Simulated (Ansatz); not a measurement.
C3H6SiTe, SMILES `C#C[SiH2][Te]C`. Charge 0, multiplicity 1. Te takes the def2 core potential. The structure was optimised at the PBE0-D4/def2-TZVP level. It is one conformer, not always the lowest.

```xyz
11

C    -0.611    0.528    2.445
C    -0.643   -0.277    1.547
Si   -0.658   -1.446    0.148
Te   -0.766   -0.191   -1.989
C     0.937    1.029   -1.511
H    -0.588    1.234    3.243
H     0.570   -2.274    0.244
H    -1.860   -2.311    0.213
H     1.019    1.773   -2.302
H     0.765    1.518   -0.555
H     1.835    0.417   -1.482
```

Task: What is the dipole moment at B3LYP/def2-TZVPP? (Best estimate.)

Result: The calculation gave: 1.42 D, with components (0.86, 0.95, 0.60) D in this frame, pointing from negative to positive charge.

Task: And with PBE, r2SCAN, ωB97M-V? (Estimate.)

Result: Ansatz gave: PBE 1.42 D, r2SCAN 1.55 D, ωB97M-V 1.47 D.

Task: Give the Mulliken charges with B3LYP, ωB97M-V, PBE in def2-TZVPP. (An estimate is asked.)

Result: Computed: 
| atom | B3LYP | ωB97M-V | PBE |
| --- | --- | --- | --- |
| C1 | 0.01 | -0.04 | -0.03 |
| C2 | -0.41 | -0.37 | -0.31 |
| Si3 | 0.27 | 0.20 | 0.20 |
| Te4 | 0.04 | 0.03 | 0.03 |
| C5 | -0.48 | -0.54 | -0.46 |
| H6 | 0.25 | 0.23 | 0.21 |
| H7 | -0.05 | -0.01 | -0.04 |
| H8 | -0.06 | -0.01 | -0.04 |
| H9 | 0.14 | 0.16 | 0.14 |
| H10 | 0.15 | 0.17 | 0.15 |
| H11 | 0.15 | 0.17 | 0.15 |

B3LYP here is the variant with VWN-RPA as its local correlation; programs differ in this.
